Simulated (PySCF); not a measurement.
## Electronic structure of F³⁺ (fluorine, charge +3) at the UHF level

Configuration: [He] 2s2 2p2, high-spin 3P determinant. All numbers are calculated (PySCF 2.14, the non-relativistic Hamiltonian (point nucleus), in def2-TZVP (5s3p2d1f, 31 functions)).

| Quantity | Value |
| --- | --- |
| Total energy | -95.320797 hartree |
| One-electron energy | -118.1731 hartree |
| Hartree (Coulomb) energy | 31.3156 hartree |
| Exchange energy | -8.4633 hartree |
| Kinetic energy | 95.36958 hartree |
| ⟨S²⟩ | 2.0034 |
| ⟨L²⟩ | 2.006 |
| Sum of ⟨r⟩ | 3.749 bohr |
| Sum of ⟨r²⟩ | 3.569 bohr² |
| Traceless quadrupole moment −½Σ⟨3z² − r²⟩ along its main axis | 0.330 e·bohr² |
| Density at the nucleus (Gaussians lack the cusp) | 444 bohr⁻³ |
| Spin density at the nucleus | 0.0186 bohr⁻³ |
| Langevin diamagnetic susceptibility | -2.83 ×10⁻⁶ cm³/mol |
| Time after the integrals | 0.08 s of wall time on 1 thread of Neoverse-V1 (shared host) |

```
shell  electrons  mean orbital energy (eV)  rms radius, mean of both spins (bohr)
 1s α          1                   -797.64                                  0.203
 1s β          1                   -793.84                                  0.203
 2s α          1                   -108.19                                  0.959
 2s β          1                   -96.116                                  0.959
 2p α          2                   -88.097                                  0.908
```
